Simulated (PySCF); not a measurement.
# Dipole response of Cl⁺ (chlorine, charge +1)

[Ne] 3s2 3p4, high-spin 3P determinant. All numbers are calculated (PySCF 2.14, the non-relativistic Hamiltonian (point nucleus), in dyall-acv3z). Coupled (time-dependent) response in atomic units; α is the mean over directions.

```tsv
method	mean α (bohr³)	α xx, yy, zz	C₆ (like pair)	S(−4)
UHF	8.560	8.460, 8.760, 8.460	40.38	17.51
PBE	8.823	8.645, 9.178, 8.645	41.89	19.07
PBE0	8.680	8.530, 8.980, 8.530	41.03	18.20
M06-2X	8.772	8.682, 8.952, 8.682	40.81	19.57
```

S(−4) is the Cauchy moment in α(ω) = α(0) + S(−4) ω² + …

α(iu) at M06-2X:

| u (hartree) | α(iu) (bohr³) |
| --- | --- |
| 0 | 8.772 |
| 0.0500 | 8.723 |
| 0.100 | 8.581 |
| 0.200 | 8.064 |
| 0.300 | 7.342 |
| 0.500 | 5.754 |
| 0.750 | 4.099 |
| 1.00 | 2.957 |
| 1.50 | 1.687 |
| 2.00 | 1.079 |
| 3.00 | 0.5584 |
| 5.00 | 0.2438 |

A single London oscillator, α(iu) = α/(1 + u²/ω²), gives C₆ = (3/4) ω α². Matching the computed C₆ needs ω = 4 × 40.81 / (3 × 8.772²) = 0.707 hartree.

For an ion, C₆ is the dispersion term alone; charge-induced terms of lower order in 1/R come first.

The components differ because the open shell of this determinant is not spherical; for a pure term their mean is the scalar polarisability.
